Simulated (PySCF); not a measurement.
## Löwdin shares of the frontier orbitals

Compound: C5H3NO.
Numbering: `[N:1]#[C:2][c:3]1[cH:4][cH:5][o:6][cH:7]1` (hydrogens: H8 on C4; H9 on C5; H10 on C7)

Structure used (GFN2-xTB), in Å, numbered top down from 1:
```xyz
10
C5H3NO angstrom
N      3.122   -0.509   -0.259
C      2.005   -0.275   -0.153
C      0.633   -0.007   -0.029
C     -0.440   -0.929   -0.215
C     -1.573   -0.216    0.009
O     -1.284    1.061    0.316
C      0.043    1.189    0.293
H     -0.354   -1.963   -0.478
H     -2.608   -0.495   -0.018
H      0.466    2.150    0.513
```

Method: TDDFT B3LYP/def2-SVPD, vertical, gas phase, core orbitals frozen in the response (PySCF).

Kohn–Sham orbitals with the atoms that hold most of them (Löwdin shares over 4%, at most four atoms; ? is withheld):

| orbital | ε (eV) | atoms |
| --- | --- | --- |
| LUMO+2 | 0.29 | C5 16%, C7 15%, C2 15%, H10 10% |
| LUMO+1 | -0.24 | C4 30%, C5 27%, N1 8%, C2 8% |
| LUMO | -1.35 | C7 28%, O6 17%, C3 16%, N1 13% |
| HOMO | ? | ? |
| HOMO-1 | -8.44 | ? |
| HOMO-2 | -9.52 | N1 46%, C2 36%, C3 6%, C4 4% |
| HOMO-3 | -10.14 | N1 81%, C2 17% |

**Question.** Which atoms hold the HOMO, and with what shares?

**Answer.** C7 (bonded to C, O and H) 26%; C5 (bonded to C, O and H) 24%; C3 (bonded to 3 C) 14%; C4 (bonded to 2 C and H) 11%.

**Question.** Which atoms hold the HOMO-1, and with what shares?

**Answer.** C4 (bonded to 2 C and H) 26%; O6 (bonded to 2 C) 17%; N1 (bonded to C) 17%; C3 (bonded to 3 C) 15%. By element: carbon 41% or more, oxygen 17%, nitrogen 17%.

**Question.** What is the HOMO energy, and the HOMO–LUMO gap?

**Answer.** ε(HOMO) = -7.34 eV; the gap is 5.99 eV (0.2202 hartree).

**Question.** The HOMO–LUMO gap is 5.99 eV. Where does the response calculation put the lowest singlet, and from which orbitals?

**Answer.** S1 is at 5.72 eV (f = 0.081), 0.28 eV below the gap, made of HOMO→LUMO (84%), HOMO-1→LUMO (9%). Without the coupling terms of the response equations the lowest excitation would equal the gap.

**Question.** One configuration dominates each of S1 and S5. Which, and how do the shares of the two leading atoms of either orbital change from the occupied to the empty one?

**Answer.** 
- S1 (5.72 eV, f 0.081), HOMO→LUMO (84%): C7 26% → 28%, C5 24% → at most 13%, O6 at most 12% → 17%
- S5 (6.80 eV, f 0.0005), HOMO-2→LUMO (88%): N1 46% → 13%, C2 36% → at most 13%, C7 at most 5% → 28%, O6 at most 5% → 17%

Time: 33 s wall. Hardware: one thread of an Arm Neoverse V2, shared host.
